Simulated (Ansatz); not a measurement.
Geometry optimisation, UKS PBE/def2-SVP in Ansatz 0.2.0.

Input:

```yaml
crystal:
  periodic: [false, false, false]
  atoms:
    - { symbol: Sn, position_ang: [0.0, 0.0, 0.0] }
    - { symbol: H, position_ang: [0.0, 0.0, 1.99] }
    - { symbol: H, position_ang: [1.6408, 0.0, -0.5794] }
    - { symbol: H, position_ang: [-0.8195, 1.4198, -0.5794] }
    - { symbol: H, position_ang: [-0.8195, -1.4198, -0.5794] }
    - { symbol: C, position_ang: [0.0, 0.0, 3.4] }
    - { symbol: H, position_ang: [-0.5653, -0.8805, 3.7705] }
    - { symbol: H, position_ang: [1.0452, -0.0494, 3.7705] }
    - { symbol: H, position_ang: [-0.4798, 0.9298, 3.7705] }
magnetization:
  spin_polarized: true
  initial_magnetization: 1
basis:
  gaussian: { orbitals: def2-SVP }
hamiltonian:
  xc: pbe
relax:
  f_tol: 0.15
  max_steps: 25
  restrain:
    - { distance: [1, 5], at: 1.11, k: 30.0 }
    - { distance: [0, 1], at: 2.94, k: 30.0 }
```

Launched with:

```bash
$ ansatz run input.yaml --threads 2 --pin off --max-ram 3072MiB --backend cpu --events-out ev --progress --plain --runs-dir out
```

Q: Where does it end, and by what steps?

A: It converged. The restraints hold the end off the free minimum; the threshold counts their pulls, which the force column leaves out. Restrained pairs: H2–C6 (1.41 → 1.11 Å), Sn1–H2 (1.99 → 2.94 Å). After 5 steps the energy has fallen by 0.875 eV (the restraints' own energy left out); H2 moved furthest, 0.56 Å.

```json
{"step": "0", "energy less start (eV)": "0.0000", "largest force component (eV/Å)": "2.865", "accepted": "yes"}
{"step": "1", "energy less start (eV)": "-0.5494", "largest force component (eV/Å)": "2.086", "accepted": "yes"}
{"step": "2", "energy less start (eV)": "-0.5213", "largest force component (eV/Å)": "2.650", "accepted": "yes"}
{"step": "3", "energy less start (eV)": "-0.7411", "largest force component (eV/Å)": "0.689", "accepted": "yes"}
{"step": "4", "energy less start (eV)": "-0.8726", "largest force component (eV/Å)": "0.305", "accepted": "yes"}
{"step": "5", "energy less start (eV)": "-0.8747", "largest force component (eV/Å)": "0.100", "accepted": "yes"}
```

```xyz
9
Properties=species:S:1:pos:R:3
Sn 0.001 0.000 -0.388
H -0.001 0.000 2.555
H 1.641 0.000 -0.984
H -0.820 1.421 -0.983
H -0.820 -1.421 -0.983
C 0.000 0.000 3.665
H -0.565 -0.879 4.027
H 1.044 -0.049 4.027
H -0.479 0.929 4.027
```

Time of the run: 11 s on 2 threads of Arm Neoverse V1, on a shared host, peak memory 0.15 GiB.
